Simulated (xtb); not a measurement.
CH$_{2}$Cl$_{6}$Si$_{2}$, charge -1, doublet, geometry from GFN2-xTB (a state made from the parent by changing its charge; the spin is typed, not shown lowest). Base run: xtb with GFN0-xTB.

Here is a job for xtb.
```
$ xtb mol.xyz --gfn 0 --chrg -1 --uhf 1 --json

# file mol.xyz
11

Cl     3.08799008    -0.39677225    -1.26569421
Si     1.47398113     0.29321702    -0.19461162
Cl     2.17933231     0.66766398     1.66884890
Cl     0.97661910     2.06905610    -1.02181231
C      0.10544345    -0.99510331    -0.21573527
Si    -1.63560367    -0.25343323     0.20330251
Cl    -2.05187644     0.25737694    -1.98728099
Cl    -1.20310332    -0.20377725     2.43948372
Cl    -2.91612256    -1.88424425     0.27626352
H      0.33616261    -1.78103735     0.50587682
H      0.05562643    -1.46347131    -1.19988467
```

The base run was repeated with changes; each row names its change, and settings that it needs were set with it.

```
change         ΔE vs base (kJ/mol)
-------------  -------------------
base                          0.00
etemp = 3000                 -1.26
acc = 30                      0.00
etemp = 1000                  0.00
etemp = 10000               -165.5
```
